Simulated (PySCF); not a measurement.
From one molecule to another.

First species: C₆H₉NS.
Numbering: `[CH3:1][N:2]([CH3:3])[c:4]1[cH:5][cH:6][cH:7][s:8]1` (hydrogens: H9, H10, H11 on C1; H12, H13, H14 on C3; H15 on C5; H16 on C6; H17 on C7)

Second species: C7H13F.
InChI=1S/C7H13F/c1-3-4-7(2)5-6-8/h5H,3-4,6H2,1-2H3/b7-5+

Levels: wB97X-D/def2-SVPD for dipole moment, HOMO energy, LUMO energy, HOMO–LUMO gap, static isotropic polarisability and electronic spatial extent ⟨r²⟩ about the centre of nuclear charge; TDDFT wB97X-D/def2-SVPD for lowest singlet excitation; TDA wB97X-D/def2-SVPD for lowest triplet excitation (Tamm–Dancoff); ΔSCF wB97X-D/def2-SVPD for vertical ionisation energy; PBE0-D3(BJ)/def2-SVP for rotational constant A and rotational constant C. Geometries: PBE0-D3(BJ)/def2-SVP. Each structure is a single optimised conformer of the isolated species, non-relativistic unless stated. Electronic properties by PySCF.

Dipoles, sizes and rotational constants follow the conformer. The torsions of the flexible species, by atom-mapped SMILES:
- `[CH3:1][N:2]([CH3:3])[c:4]1[cH:5][cH:6][cH:7][s:8]1`: C1–N2–C4–C5 -10°
- `[CH3:1][CH2:2][CH2:3]/[C:4]([CH3:5])=[CH:6]/[CH2:7][F:8]`: C1–C2–C3–C4 177°, C2–C3–C4–C5 63°, C4–C6–C7–F8 132°

| property | column X | column Y |
| --- | --- | --- |
| dipole moment | 1.91 D | 2.57 D |
| HOMO energy | -7.10 eV | -8.97 eV |
| LUMO energy | 1.80 eV | 1.89 eV |
| HOMO–LUMO gap | 8.90 eV | 10.86 eV |
| lowest singlet excitation | 4.90 eV | 6.95 eV |
| lowest triplet excitation (Tamm–Dancoff) | 3.41 eV | 4.32 eV |
| static isotropic polarisability | 99.0 au | 89.2 au |
| vertical ionisation energy | 7.14 eV | 9.09 eV |
| electronic spatial extent ⟨r²⟩ about the centre of nuclear charge | 1156 bohr² | 1643 bohr² |
| rotational constant A | 3.381 GHz | 4.701 GHz |
| rotational constant C | 1.027 GHz | 0.694 GHz |

Question: Which column belongs to which species?

Answer: Column X is the first species and column Y the second. The first has 17 atoms and 68 electrons, the second 21 and 64.

Question: How does each property change from the first species to the second?

Answer: dipole moment +0.66 D; HOMO energy -1.87 eV; LUMO energy +0.09 eV; HOMO–LUMO gap +1.96 eV; lowest singlet excitation +2.05 eV; lowest triplet excitation (Tamm–Dancoff) +0.91 eV; static isotropic polarisability -9.8 au; vertical ionisation energy +1.95 eV; electronic spatial extent ⟨r²⟩ about the centre of nuclear charge +487 bohr²; rotational constant A +1.320 GHz; rotational constant C -0.333 GHz.

On the first: In atomic units the dipole is 0.75 e·bohr (1 au = 2.5417 D). A dipole of 1.91 D is allowed in C1, and pure rotational transitions are dipole-allowed.

On the second: S1 lies 3.91 eV below the HOMO–LUMO gap; its leading configuration is HOMO→LUMO, weight 0.92.
